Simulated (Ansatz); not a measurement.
One change: `C[SiH](C)[TeH]` becomes `C[SiH2][TeH]`.

Ansatz, PBE0-D4/def2-TZVP geometries, multiplicity 1. 

Elements past krypton have def2 core potentials.  Spin–orbit coupling is left out; it splits and shifts lone-pair levels of the heavy atoms by tenths of an eV.

```tsv
property	`C[SiH](C)[TeH]`
LUMO energy (ωB97M-V/def2-TZVPP) / eV	1.34
HOMO energy (PBE/def2-TZVPP) / eV	-5.23
LUMO energy (B3LYP/def2-TZVPP) / eV	-0.66
HOMO–LUMO gap (B3LYP/def2-TZVPP) / eV	5.38
HOMO energy (ωB97M-V/def2-TZVPP) / eV	-8.34
HOMO–LUMO gap (PBE0/def2-TZVPP) / eV	5.83
```

Task: What does the change do to each property? (An estimate is asked.)

Result: Ansatz gave: 
```csv
property,`C[SiH2][TeH]`,shift
LUMO energy (ωB97M-V/def2-TZVPP) / eV,1.31,-0.03
HOMO energy (PBE/def2-TZVPP) / eV,-5.38,-0.15
LUMO energy (B3LYP/def2-TZVPP) / eV,-0.72,-0.06
HOMO–LUMO gap (B3LYP/def2-TZVPP) / eV,5.46,0.08
HOMO energy (ωB97M-V/def2-TZVPP) / eV,-8.48,-0.14
HOMO–LUMO gap (PBE0/def2-TZVPP) / eV,5.91,0.08
```

With PBE0 the HOMO falls by 0.15 eV and the LUMO falls by 0.06 eV, so the gap widens by about 0.09 eV. PBE moves the HOMO by -0.15 eV and ωB97M-V by -0.14 eV. The zero-point energy changes by -75.6 kJ/mol with -9 modes.

Positive LUMOs are unbound, so they and the gaps depend on the basis.

B3LYP here is the variant with VWN-RPA as its local correlation; programs differ in this.
